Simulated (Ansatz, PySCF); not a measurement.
This singlet lies 1.87 eV below the relaxed triplet at the level frozen-core CCSD(T)/cc-pVTZ // B3LYP-D3(BJ)/def2-TZVP (Ansatz, a first-principles code).

B3LYP has the VWN-RPA correlation part, as in Gaussian. 

Cartesian coordinates (Å):
```xyz
6

C     -0.5468     0.0029    -0.0783
Si     1.1366    -0.8373    -0.3004
F      2.0569     0.2693     0.4596
H     -1.3581    -0.5547    -0.5505
H     -0.7680     0.1056     0.9909
H     -0.5219     1.0163    -0.4948
```
Charge 0, spin multiplicity 1.

### Question
Predict the HOMO–LUMO gap, total energy, HOMO, LUMO and dipole moment from B3LYP-D3(BJ)/def2-TZVP in PySCF 2.14.0.

### Answer

* **HOMO–LUMO gap**: 4.11 eV
* **total energy**: -429.3666 Ha
* **HOMO**: -6.45 eV
* **LUMO**: -2.35 eV
* **dipole moment**: 1.53 D
